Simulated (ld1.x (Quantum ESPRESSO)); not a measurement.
The numbers below are computed, except where a source is named.
# Potentials for arsenic compared

Generated with ld1.x 7.5 (TM, RRKJ, ultrasoft, PAW), atompaw 4.2 or ONCVPSP 4.0.1. The cutoff is in Ry: for ld1.x and atompaw files where the sum of valence levels is converged to 10 mRy in a Bessel basis, for ONCV files where the hardest occupied wave has 1 mHa per electron of residual kinetic energy. The error is the largest all-electron minus pseudo excitation energy over each file’s own four to seven test configurations (ionisations up to +4, promotions, holes and added fractions of an electron), all of which were solved. The labels leave out finer settings (local radius, basis sizes, second energies), which also bear on the numbers. Spin-polarised tests are not counted. The rows are a selection from randomly drawn settings: files with unsolved tests, undetermined cutoffs or missed reference levels are left out.

A true bound ghost makes a file unfit for plane-wave use even where its test errors are small: the radial tests pick states by their node count and pass the ghost by.

```csv
potential,cutoff (Ry),largest error (meV),bound ghosts
"TM, PBEsol, scalar-relativistic, rc 1.35/1.70 (sp), local smoothed, core correction no, reference 4s2 4p2.5",40,+25,none
"TM, BP86, scalar-relativistic, rc 1.25/1.35 (sp), local p, core correction no, reference 4s2 4p3",70,+106,none
"TM, PBE, scalar-relativistic, rc 1.35/1.55 (sp), local s, core correction yes, reference 4s1 4p4",40,-256,p
"TM, LDA (PZ), scalar-relativistic, rc 1.45/2.05 (sp), local smoothed, core correction yes, reference 4s2 4p2.75",35,-314,none
"TM, Wu–Cohen, scalar-relativistic, rc 1.45/2.05/2.25 (spd), local p, core correction no, reference 4s2 4p3",35,-61,none
```

Question: Fill in the row for As: TM, LDA (PZ), scalar-relativistic, rc 1.30/1.55 (sp), local s, core correction no, reference 4s2 4p3.

Answer: cutoff 50 Ry, largest error +465 meV, bound ghosts: p.

Question: Fill in the row for As: TM, LDA (PZ), scalar-relativistic, rc 1.65/1.30/1.10 (spd), local d, core correction no, reference 3d10 4s2 4p1.

Answer: cutoff 230 Ry, largest error +42 meV, bound ghosts: s, p.
